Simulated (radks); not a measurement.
The numbers below are computed, except where a source is named.
Initial-state core-level shifts of the mercury ion Hg3+ when its valence configuration changes from [Xe] 4f14 5d9. Code: a radial shooting solver on a logarithmic mesh with Libxc functionals. Model: scalar-relativistic Kohn-Sham, PBE, spin-polarised, spherical densities, finite nucleus; open shells are filled with parallel spins first (spin-orbit coupling, left out, can overturn this in heavy ions); Fermi nuclear charge, rms radius 5.4648 fm. Shifts are changes of the shell-averaged eigenvalues in eV (positive: less bound); the change of the density at the nucleus, which sets a Mossbauer isomer shift, is in e/bohr^3, on a base of 2.5e+06.

valence                2p       3s       4p       5s  density at nucleus
4f13 5d9 6p1      -20.768  -22.942  -19.660  -10.472              +179.1
4f13 5d10         -14.413  -16.660  -13.460   -4.641              +159.2
4f14 5d8 6s1       -4.539   -4.451   -4.380   -4.050              +292.7
4f12 5d9 6p2      -42.419  -46.850  -39.867  -21.076              +368.7
4f13 5d9 6s1      -19.133  -21.289  -18.003   -8.832              +456.7
4f14 5d8 6p1       -6.160   -6.090   -6.022   -5.673               +19.7
4f12 5d8 6p3      -49.057  -53.372  -46.244  -26.879              +395.5
4f12 5d9 6s2      -39.288  -43.678  -36.692  -17.950              +962.7
4f14 5d7.5 6s1.5   -6.907   -6.768   -6.656   -6.136              +446.5
